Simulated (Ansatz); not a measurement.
Relaxation of CH7ClN2Si (12 atoms, charge 0, multiplicity 1), to a largest force component of 0.03 eV/Å in at most 50 steps.

Theory: UKS PBE-D4/STO-3G (Ansatz 0.2.0).

```xyz
12
Properties=species:S:1:pos:R:3
Si -0.247 0.026 0.034
Cl -1.193 0.913 1.740
C 1.525 0.217 0.601
H 1.440 0.709 1.569
N -0.586 0.877 -1.472
N -0.721 -1.653 -0.226
H 2.122 0.845 -0.080
H 2.040 -0.750 0.725
H -0.385 1.910 -1.365
H -1.616 0.838 -1.710
H -1.745 -1.721 -0.482
H -0.635 -2.212 0.667
```

Where does it end, and by what steps?

The forces met the threshold. Limits of this set-up: minimal basis. After 4 steps the energy has fallen by 0.116 eV; Cl2 moved furthest, 0.29 Å.

| step | energy less start (eV) | largest force component (eV/Å) | accepted |
| --- | --- | --- | --- |
| 0 | 0.0000 | 0.704 | yes |
| 1 | -0.1008 | 0.267 | yes |
| 2 | -0.1127 | 0.164 | yes |
| 3 | -0.1152 | 0.039 | yes |
| 4 | -0.1156 | 0.027 | yes |

```xyz
12
Properties=species:S:1:pos:R:3
Si -0.272 0.050 0.075
Cl -1.474 0.897 1.675
C 1.525 0.211 0.594
H 1.623 0.704 1.574
N -0.560 0.899 -1.445
N -0.693 -1.641 -0.198
H 2.085 0.802 -0.150
H 1.995 -0.785 0.657
H -0.346 1.930 -1.335
H -1.585 0.878 -1.707
H -1.718 -1.747 -0.436
H -0.580 -2.198 0.695
```

Whether the end is a true minimum wasn't checked by a vibrational analysis.

The run took 16 s on 1 thread of Intel(R) Xeon(R) Platinum 8488C (Sapphire Rapids), on a shared host, peak memory 0.19 GiB.
